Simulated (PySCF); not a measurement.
Compound: C₇H₁₀S.
SMILES: `C=C/C=C(/C)C(C)=S`

A PySCF run (density fitting, gas phase, GFN2-xTB geometry) gave HOMO -5.82 eV, LUMO -2.78 eV, dipole 3.03 D and E = -670.667 Eh.

Task: Which of these levels was it?
A. PBE0/pcSseg-1
B. X3LYP/pcseg-1
C. HCTH407/pcseg-1
D. CAM-B3LYP/def2-SVPD

Result: B. It is X3LYP/pcseg-1. All candidates on this geometry:

| level and settings | kind | basis functions | SCF cycles | E (Eh) | HOMO (eV) | LUMO (eV) | dipole (D) |
| --- | --- | --- | --- | --- | --- | --- | --- |
| HCTH407/pcseg-1 | GGA | 166 | 16 | -670.8699 | -4.95 | -3.58 | 3.01 |
| X3LYP/pcseg-1, energy threshold 1e-08 Eh | global hybrid | 166 | 10 | -670.6675 | -5.82 | -2.78 | 3.03 |
| PBE0/pcSseg-1 | global hybrid | 193 | 14 | -670.3721 | -6.03 | -2.72 | 3.02 |
| CAM-B3LYP/def2-SVPD | range-separated hybrid | 247 | 14 | -670.4346 | -7.37 | -1.74 | 3.03 |

The nearest other candidate, by the summed differences of HOMO and LUMO, is PBE0/pcSseg-1: its HOMO differs by -0.21 eV and its LUMO by +0.06 eV. Cycle counts include a coarse-grid stage where the run had one.

Conformer computed: `[CH2:1]=[CH:2]/[CH:3]=[C:4](/[CH3:5])[C:6]([CH3:7])=[S:8]`: C1–C2–C3–C4 -179°, C3–C4–C6–C7 179°.
